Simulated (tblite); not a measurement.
C₈H₇NS.
Z-matrix (Å and degrees, GFN2-xTB geometry), rows numbered from 1:
```
C 
C   1  1.3282
C   2  1.4446  1  125.60
C   3  1.3834  2  129.45  1    -0.03
N   4  1.3645  3  110.49  2   179.98
C   5  1.3629  4  108.63  3     0.02
C   6  1.4117  5  138.57  4   179.96
C   7  1.3576  6  110.54  5  -180.00
S   8  1.7369  7  114.23  6     0.04
C   6  1.3940  5  107.50  4    -0.03
H   1  1.0767  2  121.97  3    -0.01
H   1  1.0762  2  121.61  3   179.98
H   2  1.0831  1  120.06  3  -179.99
H   4  1.0717  3  128.95  2    -0.02
H   5  1.0058  4  125.27  3   179.94
H   7  1.0749  6  125.40  5     0.08
H   8  1.0719  7  127.60  6   179.95
```

Computed with GFN2-xTB (tblite): harmonic, unscaled wavenumbers at the GFN2-xTB geometry, gas phase. Against measured fundamentals such values can be off by several per cent, at times by over 20. One conformer, not necessarily the lowest.

Harmonic wavenumbers (cm⁻¹): 71.0, 149.7, 158.1, 228.7, 301.6, 327.6, 445.0, 476.6, 486.6, 548.4, 561.8, 606.5, 622.3, 682.4, 695.8, 729.9, 748.2, 750.8, 808.3, 821.4, 873.4, 1013.3, 1013.5, 1027.8, 1065.4, 1085.3, 1133.4, 1192.3, 1249.3, 1287.6, 1338.2, 1388.6, 1406.3, 1420.6, 1504.3, 1538.2, 1547.2, 1675.6, 3054.3, 3109.0, 3128.7, 3132.7, 3163.4, 3166.5, 3482.8.

A = 2302, B = 966.2, C = 680.5 MHz; mass 149.030 u (most abundant isotopes); point group Cs, symmetry number 1.

Zero-point energy?

½Σν̃ = 27609 cm⁻¹ = 330.28 kJ/mol.

What is S at 350 K and 1 bar for an ideal gas of classical rigid rotors and harmonic oscillators?

Translation 174.60, rotation 126.44, vibration 107.24: S = 408.3 J/(mol K).

And Cp and H(350 K) − H(0)?

Cp = 172.88 J/(mol K), of which vibrations give 139.62 (their classical limit is 45 R = 374.2); H(350 K) − H(0) = 33.56 kJ/mol without the zero-point energy, 21.92 from vibrations.

What must be added to the electronic energy to get the Gibbs energy at 350 K and 1 bar?

ZPE + [H(350 K) − H(0)] − T·S = 330.28 + 33.56 − 142.90 = 220.94 kJ/mol.

Which modes carry the vibrational entropy at 350 K?

71.0 cm⁻¹: 18.58; 149.7 cm⁻¹: 12.48; 158.1 cm⁻¹: 12.04; 228.7 cm⁻¹: 9.13; 301.6 cm⁻¹: 7.04; 327.6 cm⁻¹: 6.44 J/(mol K); the other 39 give 41.52 together.

How do the functions run with temperature in this model?

```
 T (K)  S (J/(mol K))  Cp (J/(mol K))  H − H(0) (kJ/mol)  G − H(0) (kJ/mol)  ln q(vib)
   150          305.6            81.5               8.04             -37.81       1.50
   250          357.9           127.9              18.47             -71.01       3.30
298.15          382.4           150.2              25.17             -88.84       4.27
   400          432.7           192.8              42.71            -130.37       6.46
   600          523.2           253.3              87.79            -226.16      10.97
   900          637.0           306.0             172.46            -400.81      17.58
```

q(vib) and H(0) count from the zero-point level.

Hindered rotation and anharmonicity are outside this model. Other conformers, if any are populated, would add a mixing term that is left out.
